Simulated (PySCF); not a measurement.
Vertical excitations of a molecule C2H7ClSi3 from TDA-PBE0/def2-SVPD (PySCF 2.14.0), as energy in eV (oscillator strength): 4.08 (0.002), 4.61 (0.001), 5.31 (0.011), 5.80 (0.153), 5.94 (0.133), 6.17 (0.003), 6.42 (0.013), 6.47 (0.010), 6.53 (0.039), 6.59 (0.063). Lowest triplet (TDA): 3.54 eV. The structure is a stationary point at PBE0-D3(BJ)/def2-SVP. The geometry has at least one imaginary mode, so it is a saddle point at that level. The values are those of a single conformer.

Problem. Identify the compound among the candidates.
A) [SiH3]C#C[Si@@H]([SiH3])Cl
B) [SiH3][Si@]1(Cl)C=C[SiH2]1
C) C=C1[SiH2][SiH2][Si@H]1Cl
D) [SiH3][Si@@H]1C=C[Si@@H]1Cl

Solution. C, C=C1[SiH2][SiH2][Si@H]1Cl
